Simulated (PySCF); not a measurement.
Species: C8H8FP.
Numbering: `[F:1][c:2]1[cH:3][cH:4][cH:5][c:6]([CH:7]2[CH2:8][CH2:9]2)[p:10]1` (hydrogens: H11 on C3; H12 on C4; H13 on C5; H14 on C7; H15, H16 on C8; H17, H18 on C9)

The same species was optimised twice, with GFN2-xTB and with PBE0-D3(BJ)/def2-SVP (PySCF), and the same property calculations (PySCF, gas phase) were run on both structures.

```
     coordinate  GFN2-xTB  PBE0-D3(BJ)/def2-SVP  change
      F1–C2 (Å)     1.358                 1.337  -0.021
      C5–C6 (Å)     1.386                 1.397  +0.011
      C6–C7 (Å)     1.477                 1.487  +0.010
      C2–C3 (Å)     1.377                 1.386  +0.009
      C4–C5 (Å)     1.385                 1.393  +0.008
      C3–C4 (Å)     1.384                 1.392  +0.008
     C2–P10 (Å)     1.737                 1.745  +0.008
      C7–C8 (Å)     1.507                 1.513  +0.006
     C6–P10 (Å)     1.753                 1.758  +0.005
      C8–C9 (Å)     1.488                 1.489  +0.001
      C7–C9 (Å)     1.507                 1.508  +0.001
   C6–C7–C9 (°)     120.1                 122.2    +2.1
   C6–C7–C8 (°)     120.0                 121.2    +1.2
  C7–C6–P10 (°)     117.2                 118.4    +1.2
  F1–C2–P10 (°)     114.7                 115.8    +1.1
  C2–P10–C6 (°)      98.7                  99.6    +0.9
   C5–C6–C7 (°)     118.7                 117.9    -0.8
  C3–C2–P10 (°)     128.2                 127.4    -0.8
   C3–C4–C5 (°)     122.7                 123.1    +0.4
C5–C6–C7–C8 (°)      -145                  -135     +10
```

Rotational constants: A = 2303, B = 835.9, C = 644.1 MHz (GFN2-xTB) against A = 2314, B = 813.4, C = 631.7 MHz (PBE0-D3(BJ)/def2-SVP).

On the GFN2-xTB structure: HOMO (eV) -6.96 [PBE0/pcSseg-1]; LUMO (eV) -1.66 [PBE0/pcSseg-1]; dipole (D) 2.90 [PBE0/pcSseg-1]; GIAO shielding of F1 (ppm) 250.2 [PBE0/pcSseg-1]; GIAO shielding of C2 (ppm) -25.4 [PBE0/pcSseg-1]; GIAO shielding of C3 (ppm) 62.4 [PBE0/pcSseg-1]; GIAO shielding of C4 (ppm) 50.2 [PBE0/pcSseg-1]; GIAO shielding of C5 (ppm) 53.4 [PBE0/pcSseg-1]; GIAO shielding of C6 (ppm) -7.3 [PBE0/pcSseg-1]; GIAO shielding of C7 (ppm) 161.3 [PBE0/pcSseg-1]; GIAO shielding of C8/C9 (mean) (ppm) 162.9 [PBE0/pcSseg-1].

**Question.** What do these properties become on the PBE0-D3(BJ)/def2-SVP structure?

**Answer.** 
```
                                    property          level  on GFN2-xTB  on PBE0-D3(BJ)/def2-SVP  change
                                   HOMO (eV)  PBE0/pcSseg-1        -6.96                    -6.96    0.00
                                   LUMO (eV)  PBE0/pcSseg-1        -1.66                    -1.65   +0.01
                                  dipole (D)  PBE0/pcSseg-1         2.90                     2.79   -0.11
energy, GFN2-xTB geometry as zero (kcal/mol)  PBE0/pcSseg-1          0.0                     -0.5    -0.5
                  GIAO shielding of F1 (ppm)  PBE0/pcSseg-1        250.2                    252.3    +2.1
                  GIAO shielding of C2 (ppm)  PBE0/pcSseg-1        -25.4                    -24.9    +0.5
                  GIAO shielding of C3 (ppm)  PBE0/pcSseg-1         62.4                     59.9    -2.5
                  GIAO shielding of C4 (ppm)  PBE0/pcSseg-1         50.2                     48.0    -2.2
                  GIAO shielding of C5 (ppm)  PBE0/pcSseg-1         53.4                     50.2    -3.2
                  GIAO shielding of C6 (ppm)  PBE0/pcSseg-1         -7.3                     -8.1    -0.8
                  GIAO shielding of C7 (ppm)  PBE0/pcSseg-1        161.3                    159.6    -1.7
        GIAO shielding of C8/C9 (mean) (ppm)  PBE0/pcSseg-1        162.9                    163.1    +0.2
```

The heavy atoms differ by 0.069 Å rms after alignment. Among bonds between heavy atoms F1–C2 changes most (-0.021 Å). Changes are differences of the printed values. Neither structure is proved a minimum here.

The values belong to the conformer `[F:1][c:2]1[cH:3][cH:4][cH:5][c:6]([CH:7]2[CH2:8][CH2:9]2)[p:10]1`: C5–C6–C7–C8 -135°.
